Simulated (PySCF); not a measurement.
BLYP on Ti⁻ (titanium, charge -1), [Ar] 3d3 4s2, high-spin 4F determinant. Computed with PySCF 2.14 in aug-cc-pVDZ (7s6p4d2f, 59 functions), with no relativity, point nucleus.

```
cycle= 1 E= -849.397762702452  delta_E= -0.0188  |g|= 0.103  |ddm|= 3.46
cycle= 2 E= -849.361698549267  delta_E= 0.0361  |g|= 0.23  |ddm|= 0.961
cycle= 3 E= -849.390910924385  delta_E= -0.0292  |g|= 0.11  |ddm|= 0.953
cycle= 4 E= -849.399663598647  delta_E= -0.00875  |g|= 0.0643  |ddm|= 0.132
cycle= 5 E= -849.404452803067  delta_E= -0.00479  |g|= 0.00281  |ddm|=  0.2
cycle= 6 E= -849.40446032559  delta_E= -7.52e-06  |g|= 0.000158  |ddm|= 0.0133
cycle= 7 E= -849.404460385946  delta_E= -6.04e-08  |g|= 3.66e-05  |ddm|= 0.000978
cycle= 8 E= -849.404460387384  delta_E= -1.44e-09  |g|= 1.35e-06  |ddm|= 0.000111
cycle= 9 E= -849.404460387385  delta_E= -6.82e-13  |g|= 1.65e-07  |ddm|= 3.17e-06
converged SCF energy = -849.404460387385  <S^2> = 3.7684707  2S+1 = 4.0092247
```

Highest occupied orbital energy: 2.045 eV; ⟨L²⟩ = 12.00; populations by l: s 8.00, p 12.00, d 3.00, f 0.00.

Q: Can this result be used?

A: With care. Self-consistency was reached. At BLYP the highest occupied level has a positive energy, so only the finite basis holds that electron; in a semilocal or global hybrid functional this comes from self-interaction and does not mean that the real anion is unbound.
